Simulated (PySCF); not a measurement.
# Adding and removing an electron: TeH

UHF-CCSD(T); basis Te aug-cc-pVDZ-PP with ECP28, H aug-cc-pVDZ; scalar-relativistic core potentials; PySCF 2.14. Neutral (UHF): doublet (π ↑), Re = 1.666 Å, ωe = 2117 cm⁻¹, De = 2.79 eV.

TeH⁺ (UHF): triplet (π ↑↑), Re = 1.676 Å, ωe = 2081 cm⁻¹, De = 2.50 eV to Te⁺ + H. The energies at the minima are -267.69889 hartree for TeH and -267.38659 for TeH⁺.

(1) Work out the adiabatic ionisation energy, without and with harmonic zero-point energies (1 hartree = 27.2114 eV, 1 eV = 8065.5 cm⁻¹), and the change of the bond length.

TeH⁻ (RHF): singlet (closed shell), Re = 1.675 Å, ωe = 2047 cm⁻¹. The energies at the minima are -267.69889 hartree for TeH and -267.77559 for TeH⁻.

(2) Work out the adiabatic electron affinity, without and with harmonic zero-point energies (1 hartree = 27.2114 eV, 1 eV = 8065.5 cm⁻¹), and the change of the bond length.

Correlated steps freeze 4 core orbitals. Correlated levels converge slowly with the basis: in double zeta they bind strong bonds too weakly, by up to about 1 eV, and carry superposition errors of some tenths. Spin–orbit coupling is left out, which matters for elements this heavy, above all for dissociation energies. For an ion De counts to the pair picked by the measured ionisation energies or electron affinities, which need not be the lowest pair at this level. States were picked by a PBE0 search and need not be the measured ground states.

Neutral and ion stand on different kinds of reference determinant, which adds to the error of the difference.

Answers

(1) At UHF-CCSD(T): 0.31230 hartree = 8.498 eV between the minima; the zero-point term (2081.0 − 2117.0)/2 cm⁻¹ = -0.002 eV makes it 8.496 eV. Re changes by +1.0 pm against the neutral. The electron leaves a π orbital, which is non-bonding in a hydride.

(2) At CCSD(T): 0.07670 hartree = 2.087 eV between the minima; the zero-point term (2117.0 − 2047.0)/2 cm⁻¹ = +0.004 eV makes it 2.091 eV. Re changes by +0.9 pm against the neutral. The electron enters a π orbital, which is non-bonding in a hydride.
